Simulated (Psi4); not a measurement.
H₂Br₂OSn (SMILES [OH][SnH]([Br])[Br]), singlet, at a GFN2-xTB geometry (such geometries of metal compounds can be far from the true shape) (core potentials on Sn).

Input for Psi4:
```
memory 2 GB

molecule mol {
0 1
Sn   -0.327186   -0.336240    0.514075
O    -1.805064   -1.348934   -0.274116
Br   -0.711718    2.052521   -0.098153
Br    1.674491   -1.221547   -0.625022
H    -0.262750   -0.583060    2.227046
H    -2.634499   -0.897541   -0.426724
}

set {
  basis def2-svpd
  reference rks
}

energy('r2scan')
print_variables()
```

Predict the nuclear repulsion energy from R2SCAN/def2-SVPD (Psi4).

655.6941 Eh

Estimate the dipole moment that R2SCAN/def2-SVPD returns for this input.

1.92 D

What number of basis functions does R2SCAN/def2-SVPD give?

153
